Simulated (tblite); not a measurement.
Compound: C6H10OSSi.
Atom-mapped SMILES: `[CH3:1][C:2]1=[CH:3][SiH2:4][C:5]([S@:6]([CH3:7])=[O:8])=[CH:9]1` (hydrogens: H10, H11, H12 on C1; H13 on C3; H14, H15 on Si4; H16, H17, H18 on C7; H19 on C9)

Computed geometry: GFN2-xTB, gas phase.

Question: List the bond lengths, angles and torsions at this level.

Answer: 
```tsv
bond	length (Å)	order
C1–C2	1.493	single
C2=C3	1.343	double
C3–Si4	1.887	single
Si4–C5	1.897	single
C5–S6	1.787	single
S6–C7	1.856	single
S6=O8	1.468	double
C5=C9	1.335	double
C2–C9	1.465	single
C1–H10, C1–H11, C1–H12	1.089	single
C3–H13	1.077	single
Si4–H14	1.463	single
Si4–H15	1.457	single
C7–H16, C7–H17, C7–H18	1.084	single
C9–H19	1.081	single
```

Bonds in one row agree within 0.01 Å and their mean is given. Orders are formal, as drawn. A selection of angles:
```tsv
angle	degrees
C1–C2–C3	126.1
C1–C2–C9	118.9
C3–C2–C9	115.0
C2–C3–Si4	111.2
C3–Si4–C5	87.2
Si4–C5–S6	123.0
Si4–C5–C9	110.9
S6–C5–C9	126.0
C5–S6–C7	93.8
C5–S6–O8	103.6
C7–S6–O8	105.7
C2–C9–C5	115.6
```

Dihedral angles: C1–C2–C3–Si4 -179° (antiperiplanar); C2–C3–Si4–C5 -2° (synperiplanar); C3–Si4–C5–S6 178° (antiperiplanar); Si4–C5–S6–C7 96° (anticlinal); Si4–C5–C9–C2 -3° (synperiplanar); C1–C2–C9–C5 -179° (antiperiplanar).

The C–C distances run from 1.335 Å (C5=C9, drawn double) to 1.493 Å (C1–C2, drawn single), a spread of 0.158 Å. Of the pairs four or more bonds apart, H10···H13 is among the closest relative to their van der Waals radii: 2.50 Å, 104 % of the sum of Bondi's values. The 2 C–S bonds span 1.787 Å (C5–S6, drawn single) to 1.856 Å (S6–C7, drawn single), a spread of 0.069 Å. Si4 (SiH2 silicon) has angles from 87.2° to 114.3°. S6 (sulfinyl sulfur) is pyramidal (angles 105.7°, 103.6° and 93.8°, sum 303.2°, 0.75 Å off the plane of its three neighbours). The 5-membered ring C2–C3–Si4–C5–C9 has internal angles of 87.2° to 115.6°; it is almost planar, 0.01 Å rms from its mean plane, widest ring torsion 3°.

Point group: C1 (no symmetry element, even within 0.4 Å). Its GFN2-xTB frequencies are all real (lowest 34 cm⁻¹). The numbers are those of one conformer. 3 starts were optimised and ended at 0.00, 0.95 and 0.96 kcal/mol (GFN2-xTB); the lowest of these is shown.
